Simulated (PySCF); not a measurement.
Ne³⁺ (neon, charge +3): UHF calculation

Configuration: [He] 2s2 2p3, high-spin 4S determinant. All numbers are calculated (PySCF 2.14, no relativity, point nucleus, in aug-cc-pwCVDZ (5s4p2d, 27 functions)).

* Total energy: -124.056944 hartree
* One-electron energy: -156.9921 hartree
* Hartree (Coulomb) energy: 43.4267 hartree
* Exchange energy: -10.4916 hartree
* Kinetic energy: 123.93485 hartree
* ⟨S²⟩: 3.7529
* ⟨L²⟩: 0.000
* Sum of ⟨r⟩: 4.154 bohr
* Sum of ⟨r²⟩: 3.671 bohr²
* Density at the nucleus (Gaussians lack the cusp): 602 bohr⁻³
* Spin density at the nucleus: -0.328 bohr⁻³
* Langevin diamagnetic susceptibility: -2.91 ×10⁻⁶ cm³/mol

```tsv
shell	electrons	mean orbital energy (eV)	rms radius, mean of both spins (bohr)
1s α	1	-978.50	0.182
1s β	1	-972.53	0.182
2s α	1	-126.85	0.875
2s β	1	-106.86	0.875
2p α	3	-98.270	0.831
```

Spin-orbit constants ζ (cm⁻¹) from the X2C one-electron operator on these orbitals (non-relativistic here): bare nucleus, nucleus screened by l(l+1)(2l+1)/3 electrons, and screened by the Breit-Pauli mean field of the electrons.

```
shell   bare  screened nucleus  mean field
   2p  896.9             717.5       637.9
```
